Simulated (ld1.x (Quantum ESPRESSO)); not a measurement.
**What one change does to a pseudopotential (scandium (Sc), TM)**

```json
{
  "Element": "scandium (Sc)",
  "Generator": "ld1.x (Quantum ESPRESSO) 7.5",
  "Type": "norm-conserving Troullier–Martins (Kleinman–Bylander form)",
  "Functional": "LDA (PZ)",
  "Relativity": "scalar-relativistic",
  "Frozen core": "[Ne]",
  "Valence charge": "11",
  "Reference configuration": "3s2 3p6 3d1 4s2 4p0",
  "Partial waves": "3s (bound): rc 1.10 bohr; 3p (bound): rc 1.50 bohr; 3d (bound): rc 2.10 bohr",
  "Local potential": "the d channel",
  "Core correction": "none"
}
```

Occupied shells without a wave of their own: 4s. They enter only through the test configuration that unscreens the potential.

Change: wave 3s (bound): rc 1.10 bohr becomes 3s (bound): rc 1.30 bohr.

Cutoffs: the cutoffs (Ry, on a coarse ladder) from which the occupation-weighted sum of valence levels, in a spherical-Bessel basis at the reference potential, stays within 10 and 1 mRy of its value at 400 Ry; they do not see the model core or the augmentation charge, which bear on the density cutoff. Errors are all-electron minus pseudo energies relative to the spin-unpolarised reference configuration.

Task: What does the change do?

Result: The potential gets softer (100 Ry and 180 Ry → 80 Ry and 110 Ry); of the 9 tests that both files solve, the error grows in 2 and shrinks in 6 by more than 15 % and 0.3 meV (median size 77.3 → 31.0 meV); neither file shows a bound ghost. A larger radius leaves more room for a smooth pseudo-wave, so fewer plane waves are needed.

| quantity | base | changed |
| --- | --- | --- |
| cutoff, loose | 100 Ry | 80 Ry |
| cutoff, tight | 180 Ry | 110 Ry |
| loose cutoff by channel (10 mRy a level) | s 80 Ry, p 30 Ry, d 40 Ry | s 45 Ry, p 30 Ry, d 40 Ry |
| bound ghosts | none | none |
| largest miss of a reference level, eV | 0.10 | 0.03 |
| error for 3s2 3p6 3d1 4s1 4p0, meV [ΔE 7.07 eV] | +125 | +31 |
| error for 3s2 3p6 3d1 4s0 4p0, meV [ΔE 20.03 eV] | +285 | +21 |
| error for 3s2 3p6 3d0 4s0 4p0, meV [ΔE 45.12 eV] | +409 | -32 |
| error for 3s1 3p6 3d1 4s2 4p0, meV [ΔE 61.66 eV] | +77 | +138 |
| error for 3s2 3p5 3d1 4s2 4p0, meV [ΔE 40.14 eV] | +74 | +140 |
| error for 3s2 3p6 3d1 4s1.5 4p0, meV [ΔE 2.82 eV] | +56 | +16 |
| error for 3s2 3p6 3d0 4s2 4p1, meV [ΔE 3.62 eV] | -37 | -15 |
| error for 3s2 3p6 3d1 4s2 4p0 (spin-polarised), meV [ΔE -0.15 eV] | +13 | +13 |
| error for 3s2 3p6 3d1 4s1 4p0 (spin-polarised), meV [ΔE 6.52 eV] | +134 | +43 |
| s: phases at 2.31 bohr within 0.05 rad from the reference energy up to (Ry; the scan ends near 5) | 0.6 | 0.2 |
| p: phases at 2.31 bohr within 0.05 rad from the reference energy up to (Ry; the scan ends near 5) | 0.3 | 0.3 |
| d: phases at 2.31 bohr within 0.05 rad from the reference energy up to (Ry; the scan ends near 5) | 1.3 | 1.3 |

Base: The 4s level has no wave, so the channel is fitted at the deeper level alone: the likely source of the large errors.
